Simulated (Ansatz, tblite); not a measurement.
Cost and result up the ladder for the cluster BAs₂ (the lowest doublet isomer of a short search) (3 atoms). The state is a doublet with charge 0. Geometry: PBE-D4/def2-TZVP.

```xyz
3

B    -0.2348    0.0989   -0.7124
As    1.2198    0.8810    0.1221
As   -0.9850   -0.9800    0.5903
```

Ansatz on 4 threads of Arm Neoverse V1 on a shared host; xTB runs through tblite on one thread. Times are rough, summed over both states, and most runs start from the orbitals of an earlier one. No level here is sound enough to serve as a yardstick. The other state is a singlet.

The xTB rows come from tblite. The structure comes from a short search, and lower isomers may exist.

Run but left out: HF/def2-TZVPP, MP2/def2-TZVPP, CCSD/def2-TZVPP, CCSD(T)/def2-TZVPP (doublet: ⟨S²⟩ 1.37, where a pure state has 0.75).

Raw xTB energies of ions are shifted by several eV, and xTB has no spin-polarisation term.

```
                            level  functions  vertical IE (eV)                                     remarks
                         GFN1-xTB         22             13.23                                           –
r2SCAN-D4/def2-TZVP (with forces)        127              8.04  restricted SCF unstable in HF (+1 singlet)
                 PBE-D4/def2-TZVP        127              7.79  restricted SCF unstable in HF (+1 singlet)
                         GFN2-xTB         22             10.98                                           –
                PBE0-D4/def2-TZVP        127              7.98  restricted SCF unstable in HF (+1 singlet)
```

(1) Estimate how long each takes.

Answers

(1) GFN1-xTB 0.005 s; GFN2-xTB 0.005 s; PBE-D4/def2-TZVP 2.9 s; PBE0-D4/def2-TZVP 7.3 s; r2SCAN-D4/def2-TZVP (with forces) 8.8 s. On shared hardware such times vary by a factor of up to 3.
